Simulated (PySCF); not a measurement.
## Rubidium: a sound run and one with changed settings

Sound run: Rb [Kr] 5s1, Rb⁺ [Kr]. All numbers are calculated (PySCF 2.14, scalar relativity through the core potential, in def2-TZVP with the def2 core potential (28 electrons)). The sound run starts from symmetry-adapted Hartree-Fock orbitals and uses a fine grid where one is needed.

Changed run: radial step 0.8 in ln r (0.13 in the sound run). This setting is unsound on purpose.

| species | method | sound run (hartree) | changed run (hartree) | converged |
| --- | --- | --- | --- | --- |
| Rb | UHF | -23.80256 | -23.80256 | yes |
| Rb | LDA | -23.99012 | -23.71817 | yes |
| Rb | r2SCAN | -24.09594 | -23.79361 | yes |
| Rb⁺ | UHF | -23.66274 | -23.66274 | yes |
| Rb⁺ | LDA | -23.82855 | -23.55997 | yes |
| Rb⁺ | r2SCAN | -23.94579 | -23.64039 | yes |

Ionisation energy of Rb:

```json
{"method": "UHF", "sound run (eV)": "3.805", "changed run (eV)": "3.805"}
{"method": "LDA", "sound run (eV)": "4.397", "changed run (eV)": "4.305"}
{"method": "r2SCAN", "sound run (eV)": "4.086", "changed run (eV)": "4.169"}
```

A coarse radial grid mis-integrates the density and the exchange-correlation energy, with errors of either sign; Hartree-Fock needs no grid.

For comparison, NIST gives 4.177 eV between the lowest levels.
